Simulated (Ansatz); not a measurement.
Cost and result for the atomization energy of C6H10BFO2 (`CC1=CC(C)=[O+][B-](C)(F)O1`) (20 atoms, 20 bonds).

```xyz
20

C     0.224    2.219   -1.763
C     0.144    1.102   -0.786
C    -0.759    1.101    0.269
C    -0.886   -0.053    1.032
C    -1.944   -0.211    2.064
O    -0.121   -1.063    0.867
B     1.171   -0.957    0.055
C     1.513   -2.341   -0.630
F     2.124   -0.450    0.918
O     0.938    0.124   -1.001
H     1.216    2.674   -1.698
H    -0.536    2.977   -1.581
H     0.118    1.823   -2.775
H    -1.426    1.935    0.421
H    -2.617    0.644    2.094
H    -1.469   -0.337    3.040
H    -2.511   -1.123    1.863
H     2.432   -2.263   -1.217
H     0.718   -2.684   -1.298
H     1.671   -3.116    0.126
```

Charge 0, multiplicity 1. Geometry: relaxed with PBE0-D4/def2-TZVP. Program: Ansatz. All runs use 4 threads of an AMD EPYC 7R13 on a shared host and a share of an NVIDIA H100 80 GB. Times are those of one run each, without the atoms' runs, and a repeat can differ threefold. Electronic energies, without spin–orbit coupling; frozen cores. CCSD(T)/CBS adds CCSD(T) − MP2 in def2-TZVPP to the MP2 limit, and its time is that of the two runs behind it. T1 = 0.016. B3LYP takes the VWN-RPA correlation (the form of Gaussian; ORCA's B3LYP/G).

CCSD(T)/CBS is a level of theory with its own doubt, some kJ/mol a heavy atom from the limit and from the frozen cores, so smaller differences don't rank the functionals.

| level | functions | wall time |
| --- | --- | --- |
| CCSD(T)/def2-SVP | 190 | 2.6 s |
| PBE-D4/def2-TZVPP (with forces) | 450 | 2.9 s |
| CAM-B3LYP-D4/def2-TZVPP | 450 | 2.9 s |
| ωB97X-V/def2-TZVPP | 450 | 3.3 s |
| LDA (SPW92)/def2-TZVPP | 450 | 3.6 s |
| B2PLYP/def2-TZVPP | 450 | 3.7 s |
| PBE-QIDH/def2-TZVPP | 450 | 4.3 s |
| B97M-V/def2-TZVPP | 450 | 4.5 s |
| ωB97M-V/def2-TZVPP (with forces) | 450 | 5 s |
| B3LYP-D4/def2-TZVPP (with forces) | 450 | 5.5 s |
| MP2/def2-QZVPP | 870 | 10 s |
| CCSD(T)/def2-TZVPP | 450 | 34 s |
| CCSD(T)/CBS(def2) | – | 44 s |

Q: What atomization energy does each give, and how far from CCSD(T)/CBS? (Estimate.)

A: Ansatz gave: 
```tsv
level	atomization (kcal/mol)	difference from CCSD(T)/CBS	per bond
CCSD(T)/def2-SVP	2039.2	-76.6	-3.8
PBE-D4/def2-TZVPP (with forces)	2187.0	71.2	3.6
CAM-B3LYP-D4/def2-TZVPP	2135.8	20.0	1.0
ωB97X-V/def2-TZVPP	2124.3	8.5	0.4
LDA (SPW92)/def2-TZVPP	2456.7	340.9	17.0
B2PLYP/def2-TZVPP	2104.1	-11.7	-0.6
PBE-QIDH/def2-TZVPP	2121.4	5.6	0.3
B97M-V/def2-TZVPP	2132.1	16.3	0.8
ωB97M-V/def2-TZVPP (with forces)	2129.9	14.1	0.7
B3LYP-D4/def2-TZVPP (with forces)	2123.3	7.5	0.4
MP2/def2-QZVPP	2148.0	32.2	1.6
CCSD(T)/def2-TZVPP	2068.2	-47.6	-2.4
CCSD(T)/CBS(def2)	2115.8	0.0	0.0
```

In def2-TZVPP, CCSD(T) changes the Hartree–Fock value by +498.4 kcal/mol (the triples alone add +35.1 kcal/mol) and MP2 by +550.2 kcal/mol; breaking electron pairs costs correlation energy, which Hartree–Fock lacks. Leaving LDA and LC-ωPBE aside and taking each functional with its dispersion term where it has one, the values, not all of them listed here, spread over 131.1 kcal/mol, from BHLYP-D4 to PBE-D4. LDA lies +281.3 kcal/mol from PBE without D4, its usual overbinding. From BLYP to BHLYP (50 % exact exchange), in def2-TZVPP and without D4, the atomization energy moves by −57.1 kcal/mol: exact exchange takes away binding that semilocal exchange gives to molecules.
